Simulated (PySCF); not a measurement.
**Basis and Hamiltonian dependence of the ionisation energy of Sb²⁺**

Sb²⁺ [Kr] 4d10 5s2 5p1 (2P) → Sb³⁺ [Kr] 4d10 5s2 (1S). Calculated with PySCF 2.14 from differences of total energies of unrestricted determinants, without spin-orbit coupling. Values in eV.

| basis | Hamiltonian | functions | UHF | r2SCAN | PBE0 | MP2 (valence) | CCSD(T) (valence) | CCSD(T) (valence and next inner shell) |
| --- | --- | --- | --- | --- | --- | --- | --- | --- |
| def2-SVP with the def2 core potential (28 electrons) | ECP | 26 | 24.113 | 24.900 | 24.758 | 24.244 | 24.325 | n/a |
| x2c-SVPall | spin-free X2C | 36 | 24.103 | 24.897 | n/a | 24.210 | 24.272 | n/a |
| aug-cc-pwCVDZ-PP with ECP28MDF | ECP | 48 | 24.117 | 24.860 | 24.728 | 24.278 | 24.368 | 24.461 |
| def2-TZVP with the def2 core potential (28 electrons) | ECP | 50 | 24.139 | n/a | 24.744 | 24.351 | 24.437 | n/a |
| x2c-TZVPall | spin-free X2C | 60 | 24.098 | 24.814 | n/a | 24.301 | n/a | n/a |
| aug-cc-pVTZ-PP with one added diffuse shell each of d, f type with ECP28MDF | ECP | 67 | 24.139 | 24.872 | 24.735 | 24.361 | 24.449 | n/a |
| aug-cc-pVTZ-DK3 | spin-free X2C | 68 | 24.141 | 24.854 | 24.740 | 24.362 | 24.446 | n/a |
| def2-QZVPPD with the def2 core potential (28 electrons) | ECP | 88 | 24.150 | 24.884 | 24.742 | 24.403 | 24.484 | 24.665 |
| aug-cc-pVQZ-DK3 | spin-free X2C | 102 | 24.145 | 24.858 | 24.741 | 24.395 | 24.472 | n/a |
| aug-cc-pVQZ-PP with one added diffuse shell each of s, p, d, f, g type with ECP28MDF | ECP | 117 | 24.147 | 24.882 | 24.740 | 24.402 | n/a | n/a |
| aug-cc-pwCVTZ-DK3 with one added diffuse shell each of s, p, d, f type | spin-free X2C | 125 | 24.154 | 24.873 | 24.755 | 24.389 | n/a | n/a |
| dyall-av2z | non-relativistic | 130 | 23.986 | 24.714 | 24.604 | 24.137 | 24.230 | n/a |
| aug-cc-pV5Z-PP with ECP28MDF | ECP | 139 | 24.151 | 24.890 | 24.746 | 24.418 | n/a | n/a |

Estimate the row for aug-cc-pwCVTZ-PP with ECP28MDF (ECP, 96 functions).

From the rows with the same Hamiltonian and similar size; the calculation gives UHF 24.15; r2SCAN 24.89; PBE0 24.75; MP2 (valence) 24.39; CCSD(T) (valence) 24.47 (eV).

Extrapolation of CCSD(T) (valence) from aug-cc-pVTZ-DK3 and aug-cc-pVQZ-DK3: the correlation parts are 0.305 and 0.327 eV; with the X⁻³ form and unrounded values, (4³ × 0.327 − 3³ × 0.305)/(4³ − 3³) = 0.343 eV, and adding the Hartree-Fock value 24.145 eV of the larger basis gives 24.488 eV.

Frozen in the all-electron rows: valence: [Kr] 4d10; valence and next inner shell: [Ar] 3d10; with a core potential, the same shells as far as they lie outside it.

Non-relativistic rows lack the scalar-relativistic shift.

Between the lowest levels the reference is 25.323 eV (measured; NIST Atomic Spectra Database, ionization energies); it includes spin-orbit coupling, which these numbers lack.
